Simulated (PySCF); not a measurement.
[PySCF 2.14.0 with density-fitted response routines: PBE0/pcSseg-1 with gauge-including orbitals; GFN2-xTB structure; rapidly exchanging positions averaged; isolated molecule; non-relativistic Hamiltonian; a single conformation]

Referencing at the same level of theory: 1H (31.72 ppm) and 13C (186.93 ppm) against TMS. Shifts are as computed. Against solution values, carbons near 30 ppm lie about +3 ppm off and those near 130 ppm about +5 ppm; carbons on Cl a further +6 ppm. Of 1211 compounds with measured shifts, 218 miss one by over three times the rms of a fit or turn the order of signals round; such compounds aren't used in these exercises. Carbons bonded to Cl come out too deshielded.

Q: Order these molecules by the shift of their most deshielded carbon-bound hydrogen, lowest δ first.
A. C=CC(=C)C(=C)CCCl
B. COC(=O)PC
C. Cc1pccc2ccccc12
D. C=CC1CP(C2CC2)C1

A: B (3.90 ppm, hydrogen on a methyl carbon bonded to O), D (6.25 ppm, hydrogen on an alkene CH), A (6.78 ppm, hydrogen on an alkene CH), C (8.82 ppm, hydrogen on an aromatic CH).

Q: How many 13C and 1H signals does each give (equivalence by symmetry and fast rotation, but not about amide C–N or C=N bonds)? `Cc1pccc2ccccc12`, `COC(=O)PC`, `C=CC1CP(C2CC2)C1`, `C=CC(=C)C(=C)CCCl`

A: Cc1pccc2ccccc12: 10 C, 7 H; COC(=O)PC: 3 C, 3 H; C=CC1CP(C2CC2)C1: 6 C, 9 H; C=CC(=C)C(=C)CCCl: 8 C, 9 H.
